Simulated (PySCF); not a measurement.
Si(H)2(Me)2 (C₂H₈Si), SMILES C[SiH2]C.

Geometry optimised at B3LYP-D3(BJ)/def2-SVP. The isomer is the one that the SMILES or the coordinates give; other isomers of the formula were not compared.

Calculation: PySCF with TDDFT-B3LYP/def2-SVPD.

Vertical excitations. Gas-phase values at a fixed geometry. State labels are in the subgroup C2v.

Computed lowest excited states:
```csv
state,symmetry,energy (eV),λ (nm),f,main pairs
S1,B1,7.95,156,0.051,HOMO→LUMO 99 %
S2,A1,8.16,152,0.008,HOMO−1→LUMO 99 %
S3,B2,8.20,151,0.023,HOMO−2→LUMO 99 %
S4,A1,8.36,148,0.035,HOMO→LUMO+1 98 %
S5,B1,8.45,147,0.112,HOMO−1→LUMO+1 95 %
S6,A2,8.46,147,0.000,HOMO−2→LUMO+1 98 %
S7,B1,8.97,138,0.103,HOMO→LUMO+2 97 %
S8,A1,9.02,138,0.194,HOMO−1→LUMO+2 96 %
S9,B2,9.03,137,0.071,HOMO−2→LUMO+2 92 %
S10,B1,9.25,134,0.006,HOMO→LUMO+3 96 %
T1,B1,7.74,160,0,HOMO→LUMO 89 %
T2,A1,7.82,159,0,"HOMO−1→LUMO 71 %, HOMO→LUMO+1 25 %"
T3,B2,7.91,157,0,HOMO−2→LUMO 86 %
T4,A1,8.06,154,0,"HOMO→LUMO+1 70 %, HOMO−1→LUMO 23 %"
```
Triplets are in the Tamm–Dancoff approximation, which puts them higher than full response would, so one can lie above its singlet here.
